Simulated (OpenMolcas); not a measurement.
Rh2+: effect of the active space

```yaml
Program: OpenMolcas
Method: SS-CASPT2, IPEA 0.25 Eh, imaginary shift 0.1 Eh
Basis: ANO-R2
Scalar_Hamiltonian: X2C, finite nucleus
Spin-orbit_coupling: RASSI with atomic mean-field integrals over the reference wave functions, term energies averaged over their components
```

A. 7 electrons in 5 orbitals (4d); 2S+1 = 4 even, 10 roots; 2S+1 = 2 even, 40 roots; closed shells correlated: 4s 4p; CASPT2 step about 8 core-seconds
B. 7 electrons in 6 orbitals (4d 5s); 2S+1 = 4 even, 60 roots; 2S+1 = 6 even, 5 roots kept (CI in the orbitals of an earlier block); 2S+1 = 2 even, 110 roots kept (CI in the orbitals of an earlier block); closed shells correlated: 4s 4p; CASPT2 step roughly 50 core-seconds
C. 7 electrons in 10 orbitals (4d 5d); 2S+1 = 4 even, 10 roots; 2S+1 = 2 even, 40 roots; closed shells correlated: 4s 4p; CASPT2 step of the order of 40 core-minutes

Energies in cm-1 above 4d7 4F 9/2, the measured ground level; measured values from the list in Shadmi, J. Res. Natl. Bur. Stand. 70A, 435 (1966).

```
               Level      A      B      C  Measured
          4d7 4F 9/2    0.0    0.0    0.0       0.0
          4d7 4F 7/2   2090   2220   2060      2148
          4d7 4F 5/2   3420   3600   3360      3486
          4d7 4F 3/2   4270   4470   4190      4322
          4d7 4P 5/2  11590  11110  11240     11062
          4d7 4P 3/2  11770  11060  11210     10997
          4d7 4P 1/2  13080  12590  12610          
          4d7 2G 9/2  13410  13300  13420          
          4d7 2G 7/2  15490  15420  15460          
   4d7 2P 3/2 [54 %]  17250  16260  16460          
         4d7 2H 11/2  17840  18180  18090          
       4d7 2D 5/2(1)  18890  18560  18910          
          4d7 2P 1/2  19600  18320  18420          
          4d7 2H 9/2  19940  20360  20140          
4d7 2D 3/2(1) [66 %]  22570  22070  22310          
          4d7 2F 5/2  27760  27220  27650          
          4d7 2F 7/2  28790  28300  28720          
       4d7 2D 3/2(2)  44320  43720  44160          
       4d7 2D 5/2(2)  45340  44700  45350
```

Deviations, from unrounded energies. A percentage is the sum of absolute deviations over the sum of measured energies, with the sign that they share, or ± where signs differ.

```tsv
Against measurement	Levels	A	B	C
mean absolute deviation (cm-1)	5	290	87	150
fine structure of the ground term (%)	3	-1.7	+3.3	-3.4
other terms of the ground configuration (%)	2	+5.9	+0.5	+1.8
```

B lies closest to measurement on these levels and A furthest from it. The largest miss of B in the table is 4d7 4F 3/2, by +150 cm-1. The ranking rests on the paired levels alone, and a cruder setting can come out closer through cancelling errors.

The two smallest mean deviations differ by little beside CASPT2's spread within terms, so their order carries little weight.

Among A to C the level of the table that moves most is 4d7 2P 1/2, by 1300 cm-1 (lowest in B, highest in A). Moves below CASPT2's spread within the term are not significant.

CASPT2 does not keep the components of a term degenerate, so their means are used; among the terms shown or strongly mixed into the levels shown the widest spread is 530 cm-1 (4d7 2H, A). The CASPT2 spread within a term exceeds the gap to the next term for 4d7 2P and 4d7 2H, so the order of their levels is uncertain (figures for A; the like holds for B). Levels of configurations with an s electron are missing; early in the row they begin among the upper levels of the d shell and mix with terms of their name (holds for A). Terms from blocks run as CI alone lack orbitals of their own (holds for B). Active for correlation alone: 5d; no level in the range computed is led by a configuration that fills it, so any true level of that kind is missing (holds for C). Computed and measured levels are paired by configuration, term and J; levels that our copy of the source lacks, or whose pairing is in doubt (as where it misses far off the trend of its configuration), stay unpaired and out of the deviations. Only configurations of the active space appear. The table leaves out levels that lie high or whose names do not pair safely across all columns.

A share in square brackets marks a mixed level and gives the weight of the term that names it, the lowest over the columns. A number in round brackets counts repeated terms of one configuration in the order of the reference energies.
